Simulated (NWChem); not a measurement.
System: benzothiadiazole (C6H4N2S); SMILES n1snc2c1cccc2

No frequency run checked for a minimum.

Give the equilibrium geometry at PBE0/def2-SVP (NWChem) as an XYZ file, with the point group.

point group C2v; any orientation.
```
13

C      0.0000     0.7150     2.4031
C      0.0000    -0.7150     2.4031
C      0.0000    -1.4380     1.2394
C      0.0000    -0.7242     0.0084
N      0.0000    -1.2491    -1.2179
S      0.0000     0.0000    -2.2568
N      0.0000     1.2491    -1.2179
C      0.0000     0.7242     0.0084
C      0.0000     1.4380     1.2394
H      0.0000     1.2380     3.3625
H      0.0000    -1.2380     3.3625
H      0.0000    -2.5289     1.2307
H      0.0000     2.5289     1.2307
```
